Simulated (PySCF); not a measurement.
# Spectroscopy problems

Method: structure optimised with GFN2-xTB, PBE0/pcSseg-1 with gauge-including orbitals, in PySCF (one averaged value for each set of equivalent atoms, no solvent model, no relativistic terms, one computed conformer).

Shifts are taken against calculated references (same method and geometry level): TMS for ¹H, ¹³C. Splittings of carbon signals by F and P are missing where no couplings were computed. Where no couplings were computed, multiplicities follow the n + 1 count of equivalent neighbours, and m marks all less simple cases (inequivalent or close neighbours, rings, F or P nearby). Shifts are as computed. Against solution values, carbons near 30 ppm lie about +3 ppm off and those near 130 ppm about +5 ppm; carbons on Cl a further +6 ppm. Of 1211 compounds with measured shifts, 218 miss one by over three times the rms of a fit or turn the order of signals round; such compounds aren't used in these exercises. Carbons bonded to Cl come out too deshielded.

Question: C7H11O2P. ¹H NMR (400 MHz, computed): δ 4.33 (m, 2H), 3.55 (m, 2H), 2.17 (s, 3H), 2.04 (m, 2H), 1.77 (m, 2H). ¹³C{¹H} NMR (computed): δ 109.5 (C), 81.6 (C), 69.7 (CH2), 38.5 (CH2), 5.3 (CH3). Give a structure.

Answer: `InChI=1S/C7H11O2P/c1-2-5-10(8)6-3-9-4-7-10/h3-4,6-7H2,1H3`. 5 carbon signals for 7 carbons: some carbons are equivalent by symmetry or fast rotation. Carbon types of the structure: 2 × C, 4 × CH2, 1 × CH3, which accounts for all hydrogens. δC 109.5, 81.6: alkyne carbon. δC 69.7: sp3 CH2 bonded to O; deshielded by the electronegative neighbour. δC 5.3: propargylic methyl carbon; aliphatic region, no heteroatom directly attached. δH 4.33, 3.55: hydrogen on an sp3 CH2 bonded to O; its carbon carries O, which withdraws density.

The shifts were computed for this structure.

Question: C7H10ClFO. ¹H NMR (400 MHz, computed): δ 6.06 (m, 1H), 5.92 (m, 1H), 5.83 (m, 1H), 2.26 (m, 1H), 1.12 (d, 3H), 1.06 (d, 3H). ¹³C{¹H} NMR (computed): δ 190.4 (C), 144.1 (CH), 125.6 (CH2), 105.8 (C), 41.1 (CH), 18.2 (CH3), 18.1 (CH3). Give a structure.

Answer: SMILES [C@](C=C)(F)(C(=O)Cl)C(C)C. Rings plus π bonds: 2 (no ring in the answer). 7 carbon signals for 7 carbons: no two carbons are equivalent. Carbon types of the structure: 2 × C, 2 × CH, 1 × CH2, 2 × CH3, which accounts for all hydrogens. δC 190.4: carbonyl carbon. δC 144.1: alkene CH; the olefinic region. δC 125.6: terminal =CH2 carbon; the olefinic region. δC 105.8: fully substituted sp3 carbon bonded to F, α to a carbonyl; the inductive effect lowers its shielding.

The data come from this structure; uniqueness wasn't tested.
